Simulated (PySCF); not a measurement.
# (HAlS)3 ring

Geometry:
```csv
atom,x (Å),y (Å),z (Å)
Al1,0.729,1.973,-0.246
H2,1.277,3.378,-0.415
S3,0.008,1.433,1.757
Al4,-0.738,-0.629,1.882
H5,-1.284,-1.075,3.227
S6,-0.781,-2.112,0.263
Al7,0.004,-1.342,-1.638
H8,0.043,-2.315,-2.801
S9,0.741,0.690,-2.030
```

Computed with GIAO HSE06/def2-SVP magnetisability, rotational g tensor and spin-rotation constants, non-relativistic, gas phase (PySCF). Geometry: GFN2-xTB.

(1) Give the nuclear spin-rotation constants along the inertial axes (H = +C I·J) beside the isotropic shieldings.

Answers

(1) Rotational constants 1.1281, 1.1279, 0.5641 GHz. A star marks the isotopologue with that one atom substituted, in its own axes.
| atom | isotope | Caa (kHz) | Cbb (kHz) | Ccc (kHz) | mean (kHz) | σ (ppm) |
| --- | --- | --- | --- | --- | --- | --- |
| Al1 | 27Al | 0.768 | 0.768 | 0.342 | 0.626 | 375.2 |
| H2 | 1H | -0.027 | -0.027 | -0.043 | -0.033 | 26.5 |
| Al4 | 27Al | 0.768 | 0.768 | 0.342 | 0.626 | 375.3 |
| H5 | 1H | -0.027 | -0.027 | -0.043 | -0.033 | 26.5 |
| Al7 | 27Al | 0.769 | 0.768 | 0.342 | 0.626 | 375.2 |
| H8 | 1H | -0.027 | -0.027 | -0.043 | -0.033 | 26.5 |
| S3 | 33S* | 0.275 | 0.185 | 0.065 | 0.175 | 676.3 |

Where two moments of inertia are equal or nearly so, the constants along those axes are given as their average.
For the geometry as given, no vibrational averaging.
